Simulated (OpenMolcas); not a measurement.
# Cu2+: moving or changing the point charges

Cu2+ among 6 point charges of -2 e arranged as an octahedron (Oh), 2.09 Å from the ion.
```
   2.0900    0.0000    0.0000  -2.00
   0.0000    2.0900    0.0000  -2.00
  -2.0900    0.0000    0.0000  -2.00
   0.0000   -2.0900    0.0000  -2.00
   0.0000    0.0000    2.0900  -2.00
   0.0000    0.0000   -2.0900  -2.00
```

| Item | Value |
| --- | --- |
| Program | OpenMolcas 26.06 |
| Method | CASSCF |
| Basis | ANO-RCC-VDZP [5s4p2d1f] |
| Scalar Hamiltonian | DKH2, point nucleus |
| Active space | 9 electrons in 5 orbitals (3d) |
| State averaging | 2S+1 = 2 even, 5 roots |
| Spin-orbit coupling | state interaction with AMFI integrals over the reference wave functions |

Runs around this geometry, states (labels of O, the rotations of Oh). Energies in cm-1 above the lowest state or level, χT in cm3 K/mol; 10Dq is the gap between the two states.

```csv
R (Å),q (e),Ground state,First state of that spin,10Dq,First gap with spin-orbit (degeneracies),χT at 300 K
2.09,-1.6,2E,2T2 2373,2373,"1882 (4, 2)",0.937
1.88,-2,2E,2T2 4710,4710,"4089 (4, 2)",0.705
2.09,-2,2E,2T2 2962,2962,"2424 (4, 2)",0.856
2.21,-2,2E,2T2 2305,2305,"1821 (4, 2)",0.948
```

Taking |10Dq| as R^-n, n = -ln(2305 / 4710) / ln(2.21 / 1.88) = 4.4 between the shortest and longest distance. The point-charge formula for a cubic d site gives n = 5.

Scaling the charges by -1.6 / -2 = 0.80 scales |10Dq| by 2373 / 2962 = 0.80; with fixed orbitals a first-order splitting would follow the charge.

An orbital doublet at a regular site is open to a Jahn-Teller distortion, which this geometry leaves out. The ground term spreads over less than 5000 cm-1, several times less than with real ligands, so orbital moments are less quenched and χT lies further from the spin-only value than at real sites. This is an electrostatic model: the charges have no orbitals. No measured value stands beside these numbers.
